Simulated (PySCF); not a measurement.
C3H10ClNSi, SMILES N(C)([Si@H](Cl)C)C. The structure is a stationary point at PBE-D3(BJ)/def2-SVP. The structure was generated by enumeration; whether it is a known compound was not checked. One conformer was computed; it need not be the lowest.

Problem. Give the equilibrium geometry at PBE-D3(BJ)/def2-SVP (PySCF confirms it by a frequency run) as a Z-matrix. (Estimate from the structure and the level; the computed values follow.)

Solution. This is not unique; one that fits is 
```
N
C 1 1.4520
H 2 1.1077 1 110.92
H 2 1.1141 3 107.40 1 -120.95
H 2 1.1174 3 107.67 4 -115.20
C 1 1.4529 2 113.73 3 -177.57
H 6 1.1086 1 110.50 2 177.54
H 6 1.1141 7 107.64 1 120.92
H 6 1.1173 7 107.69 8 115.48
Si 1 1.7375 2 121.84 3 26.09
H 10 1.4986 1 106.63 2 -165.76
C 10 1.8744 11 113.47 7 -145.73
H 12 1.1082 10 111.45 11 -172.34
H 12 1.1083 13 107.42 3 -171.32
H 12 1.1087 13 108.91 14 -117.52
Cl 10 2.1158 11 105.78 7 97.83
```
